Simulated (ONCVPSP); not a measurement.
**PBE ONCV dataset for F (Z = 9), scalar-relativistic all-electron reference.**

F (Z = 9), optimised norm-conserving Vanderbilt (ONCV), made with ONCVPSP 4.0.1 (PBE, scalar-relativistic). Core [He], reference 2s2 2p5. Waves: 2s: rc 0.75 bohr, ncon 5, nbas 9, qcut 8.3 1/bohr, 2 projectors, debl 2.4 Ha; 2p: rc 1.85 bohr, ncon 5, nbas 9, qcut 9 1/bohr, 2 projectors, debl 2.3 Ha; d scattering state at 0.06 Ha: rc 1.75 bohr, ncon 4, nbas 8, qcut 6 1/bohr, 2 projectors, debl 3.4 Ha. Local part: polynomial inside 0.70 bohr (lpopt 2, dvloc0 0 Ha). Core correction: none.

All-electron outer shells of the reference configuration (PBE, scalar-relativistic, ld1.x):

```csv
shell,level (eV),outermost node (bohr),outermost maximum (bohr)
1s,-663.37,–,0.11
2s,-29.90,0.24,0.76
2p,-11.11,–,0.71
```

Q: Estimate the cutoffs (Ha) at which the residual kinetic energy of the hardest occupied pseudo-wave falls to 1 and 0.1 mHa per electron.

A: 195 Ha and 372 Ha.

Q: Does the potential have ghost states?

A: No bound ghost flagged; no localised positive-energy state flagged.

Q: Which valence shell sets the plane-wave cutoff?

A: 2s: 195 Ha for 1 mHa per electron, against 27 Ha for 2p.

Q: Tests: 2s2 2p4; 2s2 2p3; 2s2 2p2; 2s1 2p5. Which has the largest error in its energy relative to the reference configuration, and how large is it?

A: 2s2 2p2, with +1940 meV (all-electron minus pseudo) on +118.41 eV.
